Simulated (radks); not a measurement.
Q: All-electron atom: Cr4+ in [Ar] 3d2. All-electron calculation, Dirac Kohn-Sham, PBEsol, spin-unpolarised, spherical densities, finite nucleus; open shells are shared between the two j in proportion to 2j + 1; Fermi nuclear charge, rms radius 3.6452 fm. Program: a radial shooting solver on a logarithmic mesh with Libxc functionals. Some entries of the table are withheld. Estimate them.

orbital,occ.,eigenvalue (eV),<r^2> (bohr^2),<1/r> (bohr^-1)
1s1/2,2,(1),0.005440,23.86
2s1/2,2,-729.1628,0.1016,5.063
2p1/2,2,(2),0.08210,5.004
2p3/2,4,(3),0.08379,4.928
3s1/2,2,-132.5073,0.8812,1.615
3p1/2,2,(4),0.9720,(5)
3p3/2,4,(6),0.9874,(7)
3d3/2,0.8,-58.0326,1.268,(8)
3d5/2,1.2,-57.9055,1.273,(9)

A: 
(1) 1s1/2 eigenvalue (eV): -5934.410
(2) 2p1/2 eigenvalue (eV): -628.7356
(3) 2p3/2 eigenvalue (eV): -620.1116
(4) 3p1/2 eigenvalue (eV): -104.0666
(5) 3p1/2 <1/r> (bohr^-1): 1.505
(6) 3p3/2 eigenvalue (eV): -102.9439
(7) 3p3/2 <1/r> (bohr^-1): 1.489
(8) 3d3/2 <1/r> (bohr^-1): 1.240
(9) 3d5/2 <1/r> (bohr^-1): 1.237
